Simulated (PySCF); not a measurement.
## Spinor energies of Ge³⁺ (germanium, charge +3)

Start: [Ar] 3d9 4s2; 3d3/2 filled at m_j = -3/2, -1/2, +1/2, +3/2; 3d5/2 filled at m_j = -3/2, -1/2, +1/2, +3/2, +5/2. Calculated with PySCF 2.14 in x2c-TZVPall-2c with one added diffuse shell each of s, p, d type (7s8p5d1f, 63 functions): generalised Hartree-Fock with the X2C-1e Hamiltonian and a Gaussian nucleus; one run each with spin-orbit coupling (SO) switched off, then screened by Boettger's factors. This is a chosen level, not necessarily the ground level.

| spinor shell | electrons | ε, spin-free (eV) | ε, screened SO (eV) | weight of nominal j (screened SO) | rms radius, screened SO (bohr) |
| --- | --- | --- | --- | --- | --- |
| 1s1/2 | 2 | -11227.4 | -11227.1 | 1.000 | 0.0542 |
| 2s1/2 | 2 | -1502.6 | -1502.5 | 1.000 | 0.227 |
| 2p1/2 | 2 | -1314.3 | -1336.5 | 0.999 | 0.201 |
| 2p3/2 | 4 | -1314.3 | -1303.5 | 1.000 | 0.204 |
| 3s1/2 | 2 | -246.68 | -246.66 | 1.000 | 0.661 |
| 3p1/2 | 2 | -186.13 | -190.65 | 0.961 | 0.683 |
| 3d3/2 | 4 | -88.578 | -89.492 | 0.852 | 0.764 |
| 3d5/2 | 5 | -88.578 | -87.873 | 0.882 | 0.770 |
| 4s1/2 | 2 | -46.919 | -46.918 | 1.000 | 1.95 |

(1) Where does 3p3/2 lie, and what is the 3p spin-orbit splitting (screened SO)?

```
   quantity    spin-free  screened SO
E (hartree)  -2094.03129  -2094.11701
        M_J          5/2          5/2
       ⟨J²⟩        8.753        8.753
       ⟨L²⟩        6.002        6.004
       ⟨S²⟩        0.750        0.752
```

Each row is a mean over spinors that exchange with the open shell spreads, by up to 9.067 eV (3p3/2).

Rows whose weight is well below 1 are mixtures of j = l ± 1/2: exchange outweighs spin-orbit coupling there, and the label is only the starting occupation.

Without spin-orbit coupling the j labels of p, d and f shells carry no meaning; the spin-free column gives the mean over the occupied spinors of each nl shell.

Answers

(1) At -183.92 eV, 6.733 eV above 3p1/2.
